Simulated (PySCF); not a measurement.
Computed Raman spectrum (relative Raman activity) of a molecule CH6ClFSi2. The structure is a stationary point at B3LYP-D3(BJ)/def2-SVP. Other conformers were not sampled. These are B3LYP-D3(BJ)/def2-SVP (PySCF) values and carry that method's errors. Frequencies are harmonic and unscaled.

```json
[
 {"ν (cm⁻¹)": "235", "relative intensity": "2.0"},
 {"ν (cm⁻¹)": "412", "relative intensity": "6.9"},
 {"ν (cm⁻¹)": "508", "relative intensity": "4.3"},
 {"ν (cm⁻¹)": "515", "relative intensity": "5.7"},
 {"ν (cm⁻¹)": "721", "relative intensity": "2.6"},
 {"ν (cm⁻¹)": "939", "relative intensity": "10"},
 {"ν (cm⁻¹)": "943", "relative intensity": "10"},
 {"ν (cm⁻¹)": "1425", "relative intensity": "10"},
 {"ν (cm⁻¹)": "2212", "relative intensity": "100"},
 {"ν (cm⁻¹)": "2221", "relative intensity": "46"},
 {"ν (cm⁻¹)": "2234", "relative intensity": "58"},
 {"ν (cm⁻¹)": "3032", "relative intensity": "61"},
 {"ν (cm⁻¹)": "3129", "relative intensity": "41"},
 {"ν (cm⁻¹)": "3133", "relative intensity": "39"}
]
```

Task: Identify the compound among the candidates.
A) C[SiH2][Si@@H](F)Cl
B) C[Si@@H](Cl)[SiH2]F
C) FC[Si@H]([SiH3])Cl
D) C[Si@@](F)([SiH3])Cl

Result: D, C[Si@@](F)([SiH3])Cl
